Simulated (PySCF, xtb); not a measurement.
Ga(OH)(SeH)2 (GaH3OSe2), SMILES [OH][Ga]([SeH])[SeH]. Other conformers were not sampled.

Harmonic wavenumbers (cm⁻¹) from GFN2-xTB (xtb) at its own minimum, in rising order: 70, 94, 99, 128, 159, 195, 282, 324, 359, 515, 548, 578, 1953, 2014, 3657.

What does PBE-D3(BJ)/def2-SVP (PySCF) give at its own minimum? (The exact figures need the calculation; the answer reports its results.)

76, 108, 123, 141, 216, 229, 280, 323, 585, 622, 675, 794, 2362, 2364, 3742. Paired by order, the mean absolute difference is 111 cm⁻¹ and the zero-point energies are 15.7 and 18.1 kcal/mol.
